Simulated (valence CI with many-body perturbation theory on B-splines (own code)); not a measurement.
Energy levels of Zn²⁵⁺

Computed by relativistic CI+MBPT: three valence electrons over a frozen Dirac-Fock core [He], radial functions for each j: 11 s, 11 p, 10 d, 8 f, 5 g, 2 h, with the one-electron correlation potential Σ1 (screened to all orders), the two-electron term Σ2, the three-electron term Σ3, Breit, model QED; selected single and double excitations, second order for the rest, scaled by the run's own slope (own B-spline code, finite nucleus).

No measured spectrum was set against this ion. As an estimate, levels of excited configurations hold to 0.05 to 0.15 % of their energy, terms of the ground configuration to about 0.5 %.

Levels 181 to 207 of 207, with energies above the lowest level, 2s2.2p 2P°_1/2. "Leading %" is the weight of the configuration and term that name the level; weights of strongly mixed levels are sums over their largest components and can fall short. In the jj column 3d3/2^4 stands for four electrons in 3d with j = 3/2.

| No. | Configuration | Term | J | E (× 10³ cm⁻¹) | Leading % | Second component | Leading jj |
| --- | --- | --- | --- | --- | --- | --- | --- |
| 181 | 2s.2p.4f | 4D | 3/2 | 16096 | 66 | 26 % 2s.2p.4f 4F | 2s 2p3/2 4f5/2 (100 %) |
| 182 | 2s.2p.4f | 2G | 9/2 | 16099 | 85 | 8 % 2s.2p.4f 4G | 2s 2p3/2 4f5/2 (67 %) |
| 183 | 2s.2p.4f | 4D | 1/2 | 16100 | 100 |  | 2s 2p3/2 4f5/2 (100 %) |
| 184 | 2s.2p.4f | 4D | 5/2 | 16100 | 35 | 32 % 2s.2p.4f 2F | 2s 2p3/2 4f7/2 (100 %) |
| 185 | 2s.2p.4f | 2D | 3/2 | 16108 | 77 | 19 % 2s.2p.4f 4D | 2s 2p3/2 4f7/2 (100 %) |
| 186 | 2s.2p.4s | 2P° | 1/2 | 16178 | 97 |  | 2s 2p3/2 4s (84 %) |
| 187 | 2s.2p.4s | 2P° | 3/2 | 16181 | 95 | 4 % 2s.2p.4s 4P° | 2s 2p3/2 4s (85 %) |
| 188 | 2s.2p.4p | 2D | 3/2 | 16266 | 79 | 15 % 2s.2p.4p 2P | 2s 2p3/2 4p1/2 (86 %) |
| 189 | 2s.2p.4p | 2P | 1/2 | 16267 | 78 | 17 % 2s.2p.4p 2S | 2s 2p3/2 4p1/2 (82 %) |
| 190 | 2s.2p.4p | 2D | 5/2 | 16286 | 94 |  | 2s 2p3/2 4p3/2 (84 %) |
| 191 | 2s.2p.4p | 2P | 3/2 | 16294 | 78 | 18 % 2s.2p.4p 2D | 2s 2p3/2 4p3/2 (86 %) |
| 192 | 2s.2p.4p | 2S | 1/2 | 16300 | 76 | 16 % 2s.2p.4p 2P | 2s 2p3/2 4p3/2 (81 %) |
| 193 | 2s.2p.4d | 2D° | 3/2 | 16360 | 94 |  | 2s 2p3/2 4d3/2 (79 %) |
| 194 | 2s.2p.4d | 2F° | 5/2 | 16361 | 88 | 7 % 2s.2p.4d 2D° | 2s 2p3/2 4d3/2 (86 %) |
| 195 | 2s.2p.4d | 2F° | 7/2 | 16362 | 95 |  | 2s 2p3/2 4d5/2 (85 %) |
| 196 | 2s.2p.4d | 2D° | 5/2 | 16370 | 87 | 10 % 2s.2p.4d 2F° | 2s 2p3/2 4d5/2 (86 %) |
| 197 | 2s.2p.4d | 2P° | 1/2 | 16374 | 95 |  | 2s 2p3/2 4d3/2 (85 %) |
| 198 | 2s.2p.4d | 2P° | 3/2 | 16382 | 94 |  | 2s 2p3/2 4d5/2 (78 %) |
| 199 | 2p2.4s | 4P | 1/2 | 16385 | 64 | 23 % 2p2.4s 2P | 2p1/2^2 4s (88 %) |
| 200 | 2s.2p.4f | 2F | 5/2 | 16400 | 94 |  | 2s 2p3/2 4f5/2 (83 %) |
| 201 | 2s.2p.4f | 2F | 7/2 | 16403 | 94 |  | 2s 2p3/2 4f7/2 (80 %) |
| 202 | 2s.2p.4f | 2G | 7/2 | 16409 | 95 |  | 2s 2p3/2 4f5/2 (79 %) |
| 203 | 2s.2p.4f | 2G | 9/2 | 16412 | 95 |  | 2s 2p3/2 4f7/2 (86 %) |
| 204 | 2s.2p.4f | 2D | 3/2 | 16417 | 96 |  | 2s 2p3/2 4f5/2 (85 %) |
| 205 | 2s.2p.4f | 2D | 5/2 | 16420 | 95 |  | 2s 2p3/2 4f7/2 (82 %) |
| 206 | 2p2.4p | 4D° | 1/2 | 16455 | 52 | 25 % 2p2.4p 2P° | 2p1/2^2 4p1/2 (90 %) |
| 207 | 2p2.4p | 4D° | 3/2 | 16493 | 32 | 27 % 2p2.4p 4P° | 2p1/2^2 4p3/2 (89 %) |

Names give the largest LS component (configuration and term), which can be under half, so a name can repeat, a term be missing and a line seem to break the LS rules; names also repeat where a configuration has a term twice.
